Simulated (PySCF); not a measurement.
## C₆ coefficients of unlike pairs at PBE0

Calculated with PySCF 2.14 from the dipole response of each species, C₆(A,B) = (3/π) ∫ α_A(iu) α_B(iu) du, in atomic units, from isotropic polarisabilities. For ions this is the dispersion term alone; charge-induced terms of lower order in 1/R come first.

```
species           configuration                                                                                              basis      relativity  α (bohr³)  C₆ (like pair)
    V³⁺           [Ar] 3d2 (3F)                   aug-cc-pVTZ with one added diffuse shell each of s, p, d, f, g type (9s8p6d4f3g)            none      2.201           5.590
   Xe³⁺  [Kr] 4d10 5s2 5p3 (4S)              aug-cc-pwCVTZ-DK3 with one added diffuse shell each of s, p, d, f type (11s10p8d5f1g)   spin-free X2C      9.473           56.51
     Sc       [Ar] 3d1 4s2 (2D)                                                                        aug-cc-pwCVTZ (10s9p7d4f3g)            none      130.9            1659
   Ag³⁺           [Kr] 4d8 (3F)  aug-cc-pVTZ-PP with one added diffuse shell each of s, p, d, f, g type with ECP28MDF (7s7p6d4f3g)  core potential      4.028           18.07
```

Estimate C₆ for Xe³⁺ with V³⁺.

The integral gives 17.12. The combination rule 2 C_A C_B / (C_A α_B/α_A + C_B α_A/α_B) gives 16.99 and the geometric mean 17.77.

No spin-orbit coupling is included.

The other pairs:

```tsv
pair	C₆
Ag³⁺, V³⁺	10.05
Ag³⁺, Xe³⁺	30.94
Ag³⁺, Sc	102.3
Sc, Xe³⁺	219.9
Sc, V³⁺	56.05
```
